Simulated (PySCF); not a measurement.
# N⁺ (nitrogen, charge +1): UHF calculation

Configuration: [He] 2s2 2p1 3d1, one real determinant (an excited configuration). All numbers are calculated (PySCF 2.14, the non-relativistic Hamiltonian (point nucleus), in aug-cc-pwCVDZ (5s4p2d, 27 functions)).

```
Total energy                                                  : -52.870283 hartree
One-electron energy                                           : -67.4892 hartree
Hartree (Coulomb) energy                                      : 20.5147 hartree
Exchange energy                                               : -5.8958 hartree
Kinetic energy                                                : 53.46084 hartree
⟨S²⟩                                                          : 2.0028
⟨L²⟩                                                          : 8.009
Sum of ⟨r⟩                                                    : 6.596 bohr
Sum of ⟨r²⟩                                                   : 12.51 bohr²
Traceless quadrupole moment −½Σ⟨3z² − r²⟩ along its main axis : 1.41 e·bohr²
Density at the nucleus (Gaussians lack the cusp)              : 200 bohr⁻³
Spin density at the nucleus                                   : -0.143 bohr⁻³
Langevin diamagnetic susceptibility                           : -9.91 ×10⁻⁶ cm³/mol
```

```
shell  electrons  mean orbital energy (hartree)  rms radius, mean of both spins (bohr)
 1s α          1                      -16.75307                                  0.264
 1s β          1                      -16.71217                                  0.264
 2s α          1                       -1.76824                                   1.30
 2s β          1                       -1.58759                                   1.30
 2p α          1                       -1.36831                                   1.28
 3d α          1                       -0.06200                                   2.71
```

⟨L²⟩ = 8.01 against 12 for a pure F term, so this real determinant mixes terms. The outer electron is Rydberg-like, and this basis confines it to a smaller radius and binds it less than a complete one would.

Spin-orbit constants ζ (cm⁻¹) from the X2C one-electron operator on these orbitals (non-relativistic here): bare nucleus, nucleus screened by l(l+1)(2l+1)/3 electrons, and screened by the Breit-Pauli mean field of the electrons.

```
shell   bare  screened nucleus  mean field
   2p  173.7             124.1       103.8
   3d  4.455             1.273      0.9365
```

To first order the Landé constant is A = 17.61 cm⁻¹, so the lowest level has J = 2 and lies 0.00873 eV below the centre of the term. This holds in LS coupling only.
